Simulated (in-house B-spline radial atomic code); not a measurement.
Response of the bismuth ion Bi³⁺ as one setting changes: the radius of a hard wall (bohr). Method: PBE. A dash marks a strongly mixed or unbound state. A box has no continuum, so excitations may lie above minus the highest level. Computed with an all-electron radial atomic-structure program (B-spline basis): linear response of the closed shell [Xe] 4f14 5d10 6s2 with the functional's adiabatic kernel; scalar-relativistic (spin-free one-electron X2C), finite nucleus, no spin-orbit coupling, no double excitations, S, P, D and F terms only; shells from n = 4 respond. Only terms of natural parity with L up to 3 were computed.

Spin-orbit coupling is strong here, so these LS terms don't match observed levels.

```tsv
radius of a hard wall (bohr)	lowest 1P (eV)	lowest 3P, Tamm-Dancoff (eV)	minus highest occupied level (eV)	α (bohr³)
2.5	6s → 6p 27.911	6s → 6p 23.965	15.600	3.274
3	6s → 6p 20.964	6s → 6p 17.380	31.35	5.03
3.5	6s → 6p 17.521	6s → 6p 14.235	36.83	6.652
4	6s → 6p 15.751	6s → 6p 12.688	38.82	7.918
4.5	?	?	?	?
5.5	6s → 6p 14.155	6s → 6p 11.411	39.88	9.471
6.5	6s → 6p 14.015	6s → 6p 11.320	39.91	9.609
8	6s → 6p 13.990	6s → 6p 11.307	39.91	9.629
10	?	?	?	?
15	6s → 6p 13.989	6s → 6p 11.306	39.91	9.629
```

(1) What belongs in the row for 4.5?

(2) What belongs in the row for 10?

Answers

(1) lowest 1P (eV): 6s → 6p 14.836; lowest 3P, Tamm-Dancoff (eV): 6s → 6p 11.929; minus highest occupied level (eV): 39.54; α (bohr³): 8.76.

(2) lowest 1P (eV): 6s → 6p 13.989; lowest 3P, Tamm-Dancoff (eV): 6s → 6p 11.306; minus highest occupied level (eV): 39.91; α (bohr³): 9.629.
